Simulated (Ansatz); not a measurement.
Species: arsenic trifluoride, AsF₃, charge 0, multiplicity 1. 
Structure (B3LYP-D3(BJ)/def2-TZVP (Ansatz, a program for electronic structure) minimum search):
```xyz
4

F     -0.8444    -1.2126    -0.5085
As     0.0043    -0.0097     0.3990
F      1.4749    -0.1021    -0.5065
F     -0.6462     1.3505    -0.4481
```
Charge 0, spin multiplicity 1.

CCSD(T) with Ansatz in growing basis sets, 26 correlated electrons. Cores are frozen in the correlated levels unless marked. Open shells are spin-unrestricted. Spin-orbit coupling is left out. Frozen are the shells of the preceding noble gas and the d and f shells that filled before the atom's block. Non-relativistic. Costs are ratios of core time to the smallest set, on shared machines of one kind, and rough; they hold the program's checks for lower states.

| basis | functions | cost over smallest | E(corr) (Eh) | electronic atomisation energy (kcal/mol) |
|---|---|---|---|---|
| aug-cc-pVDZ | 105 | 1× | -0.7634 | 296.5 |
| aug-cc-pVTZ | 197 | 5× | -0.9520 | 316.1 |

Formally CCSD grows as o²v⁴ and (T) as o³v⁴; with o = 13 and v going from 75 to 167 both grow 25-fold in the last step, while integrals and the mean field grow more slowly. That step adds 188.6 mEh of correlation energy and 19.6 kcal/mol to the atomisation energy.
